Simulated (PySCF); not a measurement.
`Cc1ccccc1S`, C7H8S

Cartesian coordinates in Å; atom numbers follow the order of the lines, from 1:
```xyz
16

C    -1.915   -0.962   -0.161
C    -0.519   -0.430   -0.054
C     0.581   -1.248   -0.337
C     1.890   -0.788   -0.215
C     2.125    0.523    0.189
C     1.049    1.365    0.455
C    -0.265    0.899    0.339
S    -1.559    2.024    0.796
H    -2.477   -0.780    0.769
H    -1.912   -2.041   -0.366
H    -2.478   -0.474   -0.976
H     0.397   -2.280   -0.649
H     2.725   -1.457   -0.436
H     3.146    0.900    0.287
H     1.221    2.403    0.749
H    -2.466    1.638   -0.126
```

Computed, not measured: quadratic response CAM-B3LYP/aug-cc-pVDZ first hyperpolarisability, Taylor convention, gas phase in PySCF. Geometry: PBE0-D3(BJ)/def2-SVP.

**Question.** Give the tensor of the second harmonic β(−2ω;ω,ω) at 1907 nm in the axes of these coordinates.

**Answer.** In au, Taylor convention; rows are the first index (the induced dipole):
```
      xx     yy     zz     xy     xz     yz
x  -98.8  -30.5   +9.1  +47.4   +2.4  -19.0
y  +47.1  -24.3   -9.1  -31.8  -19.6  +29.1
z   +2.1  +29.0  -12.6  -19.4   +9.2   -8.8
```
Norm of βᵢ = ⅓ Σⱼ (βᵢⱼⱼ + βⱼᵢⱼ + βⱼⱼᵢ): 123.3 au, hyper-Rayleigh value 59.8 au.
